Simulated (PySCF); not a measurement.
The dipole of `C(C#C)[C@@H](N[SiH3])CCC#N` from its density and from atomic charges.

Coordinates (GFN2-xTB, Å) and charges (e) from the PBE0/pcSseg-1 density (PySCF):

```json
{"atom": "C1", "x": "0.668", "y": "3.530", "z": "0.209", "Mulliken": "-0.3705", "IAO": "-0.2501", "Hirshfeld": "-0.1172", "ESP-fitted": "-0.5338"}
{"atom": "C2", "x": "-0.013", "y": "2.626", "z": "-0.180", "Mulliken": "+0.1428", "IAO": "-0.0325", "Hirshfeld": "-0.0360", "ESP-fitted": "+0.1418"}
{"atom": "C3", "x": "-0.813", "y": "1.511", "z": "-0.637", "Mulliken": "-0.0518", "IAO": "-0.2852", "Hirshfeld": "-0.0582", "ESP-fitted": "-0.4489"}
{"atom": "C4", "x": "-0.218", "y": "0.160", "z": "-0.190", "Mulliken": "-0.1278", "IAO": "+0.0136", "Hirshfeld": "+0.0293", "ESP-fitted": "+0.3768"}
{"atom": "C5", "x": "1.159", "y": "-0.061", "z": "-0.828", "Mulliken": "-0.1617", "IAO": "-0.2519", "Hirshfeld": "-0.0639", "ESP-fitted": "-0.1638"}
{"atom": "C6", "x": "1.828", "y": "-1.317", "z": "-0.257", "Mulliken": "-0.1782", "IAO": "-0.2986", "Hirshfeld": "-0.0443", "ESP-fitted": "-0.2528"}
{"atom": "C7", "x": "2.154", "y": "-1.140", "z": "1.134", "Mulliken": "+0.0428", "IAO": "+0.1406", "Hirshfeld": "+0.0888", "ESP-fitted": "+0.3903"}
{"atom": "N8", "x": "2.411", "y": "-0.988", "z": "2.238", "Mulliken": "-0.2533", "IAO": "-0.2569", "Hirshfeld": "-0.2348", "ESP-fitted": "-0.4916"}
{"atom": "N9", "x": "-1.092", "y": "-0.940", "z": "-0.513", "Mulliken": "-0.6550", "IAO": "-0.6795", "Hirshfeld": "-0.2310", "ESP-fitted": "-0.7185"}
{"atom": "Si10", "x": "-2.276", "y": "-1.584", "z": "0.556", "Mulliken": "+0.6039", "IAO": "+0.7443", "Hirshfeld": "+0.3506", "ESP-fitted": "+0.5020"}
{"atom": "H11", "x": "1.255", "y": "4.330", "z": "0.549", "Mulliken": "+0.0417", "IAO": "+0.2022", "Hirshfeld": "+0.0920", "ESP-fitted": "+0.3357"}
{"atom": "H12", "x": "-0.882", "y": "1.536", "z": "-1.730", "Mulliken": "+0.1394", "IAO": "+0.1558", "Hirshfeld": "+0.0522", "ESP-fitted": "+0.1593"}
{"atom": "H13", "x": "-1.823", "y": "1.599", "z": "-0.227", "Mulliken": "+0.1625", "IAO": "+0.1697", "Hirshfeld": "+0.0548", "ESP-fitted": "+0.1847"}
{"atom": "H14", "x": "-0.100", "y": "0.178", "z": "0.899", "Mulliken": "+0.1582", "IAO": "+0.1441", "Hirshfeld": "+0.0400", "ESP-fitted": "+0.0853"}
{"atom": "H15", "x": "1.785", "y": "0.815", "z": "-0.644", "Mulliken": "+0.1591", "IAO": "+0.1548", "Hirshfeld": "+0.0398", "ESP-fitted": "+0.0964"}
{"atom": "H16", "x": "1.042", "y": "-0.181", "z": "-1.908", "Mulliken": "+0.1169", "IAO": "+0.1337", "Hirshfeld": "+0.0434", "ESP-fitted": "+0.0817"}
{"atom": "H17", "x": "1.140", "y": "-2.163", "z": "-0.343", "Mulliken": "+0.1761", "IAO": "+0.1817", "Hirshfeld": "+0.0563", "ESP-fitted": "+0.1099"}
{"atom": "H18", "x": "2.748", "y": "-1.546", "z": "-0.801", "Mulliken": "+0.1682", "IAO": "+0.1780", "Hirshfeld": "+0.0669", "ESP-fitted": "+0.1355"}
{"atom": "H19", "x": "-1.257", "y": "-1.002", "z": "-1.507", "Mulliken": "+0.1906", "IAO": "+0.2481", "Hirshfeld": "+0.1125", "ESP-fitted": "+0.3294"}
{"atom": "H20", "x": "-1.570", "y": "-1.855", "z": "1.806", "Mulliken": "-0.0827", "IAO": "-0.1254", "Hirshfeld": "-0.0730", "ESP-fitted": "-0.0874"}
{"atom": "H21", "x": "-2.736", "y": "-2.788", "z": "-0.133", "Mulliken": "-0.1084", "IAO": "-0.1259", "Hirshfeld": "-0.0778", "ESP-fitted": "-0.1026"}
{"atom": "H22", "x": "-3.421", "y": "-0.698", "z": "0.822", "Mulliken": "-0.1129", "IAO": "-0.1606", "Hirshfeld": "-0.0900", "ESP-fitted": "-0.1295"}
```

**Question.** What dipole does each set of charges give (1 e·Å = 4.803 D), and what does the density give?

**Answer.** The full density gives (-1.39, -0.14, -4.32) D, 4.53 D in size; dipole vectors point from the negative to the positive end.

| scheme | μx | μy | μz | size (D) | share of the full size (%) | angle to the full dipole (°) |
| --- | --- | --- | --- | --- | --- | --- |
| Mulliken | -2.93 | -2.08 | -4.14 | 5.48 | 121 | 27 |
| IAO | -1.73 | -0.69 | -2.78 | 3.34 | 74 | 17 |
| Hirshfeld | -1.39 | -0.30 | -2.86 | 3.20 | 70 | 9 |
| ESP-fitted | -1.41 | -0.16 | -4.32 | 4.55 | 100 | 0 |

**Question.** Which set comes closest?

**Answer.** Length of the difference vector: ESP-fitted 0.03 D, Hirshfeld 1.46 D, IAO 1.67 D, Mulliken 2.49 D. Closest: ESP-fitted. ESP charges are fitted to the potential around the molecule, whose slowest-falling term is the dipole's. 

**Question.** What is left for the Hirshfeld atoms' own dipoles?

**Answer.** The shares of the density sum to the whole, so what Σ q r misses lies in dipoles about the nuclei. The atomic dipoles sum to (-1.39, -0.14, -4.32) − (-1.39, -0.30, -2.86) = (0.00, 0.16, -1.46) D, 1.46 D in size.

**Question.** With the origin at the mean of the coordinates, (0.000, 0.001, -0.077) Å, which are the largest single terms, by size, of the Hirshfeld dipole along the direction of the full one?

**Answer.** N8 +3.28, H19 +0.96, N9 -0.86, C7 -0.76, H11 -0.49 D; all 22 atoms together +3.16 D. The single terms depend on the origin, their sum doesn't.

**Question.** Give the size of the full dipole in other units.

**Answer.** 4.53 D = 1.784 au = 0.944 e·Å = 15.13 × 10⁻³⁰ C·m.

The structure is a single GFN2-xTB conformer in the gas phase; no vibrational or solvent corrections.

The run behind these numbers computed NMR shieldings as well. Time: 2.1 min wall (with the writing of density and orbital grids); peak memory 1.1 GiB. Hardware: an Arm Neoverse N1 with one thread, on a shared host.

Shape of the structure used: `[CH:1]#[C:2][CH2:3][C@H:4]([CH2:5][CH2:6][C:7]#[N:8])[NH:9][SiH3:10]`: C2–C3–C4–C5 -64°, C3–C4–C5–C6 173°, C4–C5–C6–C7 -67°, C3–C4–N9–Si10 -93°.
